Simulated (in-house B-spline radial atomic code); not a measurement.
Ionisation energies along the 36-electron series, configuration [Ar] 3d10 4s2 4p6, as differences of self-consistent energies. Dirac energy differences include first-order Breit, QED and recoil terms. NIST's values go from ground level to ground level; the uncertainty of those that are theory runs from under 0.1 % in few-electron ions to several per cent in heavy many-electron ones. Computed with a B-spline radial code for spherical atoms: Dirac-Hartree-Fock, average of the configuration, finite nuclei.

```tsv
ion	configuration after	ionisation energy (eV)	IE/(q+1)² (eV)	Breit and QED recoil part (eV)	tabulated value (eV)	tabulated kind	computed minus tabulated (eV)
Gd28+	[Ar] 3d10 4s2 4p5	1114.1	1.3247	-0.95523	1100	tabulated theory	14.1
Tb29+	[Ar] 3d10 4s2 4p5	1180.2	1.3113	-1.0332	1165	tabulated theory	15.2
Dy30+	[Ar] 3d10 4s2 4p5	1248.1	1.2988	-1.1153	1232	tabulated theory	16.1
Ho31+	[Ar] 3d10 4s2 4p5	1318.0	1.2871	-1.2017	1300	tabulated theory	18.0
Er32+	[Ar] 3d10 4s2 4p5	1389.7	1.2761	-1.2925	1370	tabulated theory	19.7
Tm33+	[Ar] 3d10 4s2 4p5	1463.3	1.2658	-1.3879	1442	tabulated theory	21.3
Yb34+	[Ar] 3d10 4s2 4p5	1538.8	1.2562	-1.488	1516	tabulated theory	22.8
Lu35+	[Ar] 3d10 4s2 4p5	1616.2	1.2471	-1.5929	1591	tabulated theory	25.2
Hf36+	[Ar] 3d10 4s2 4p5	1695.6	1.2386	-1.7027	1669	tabulated theory	26.6
Ta37+	[Ar] 3d10 4s2 4p5	1776.9	1.2305	-1.8177	1748	tabulated theory	28.9
W38+	[Ar] 3d10 4s2 4p5	1860.1	1.2229	-1.938	1829.8	semi-empirical	30.3
```

Where a p, d or f electron is removed, the computed value is a mean over both j, so it misses the tabulated one by a part of the spin-orbit splitting; averaging over terms and missing correlation add to the gap, relatively most at low charge.
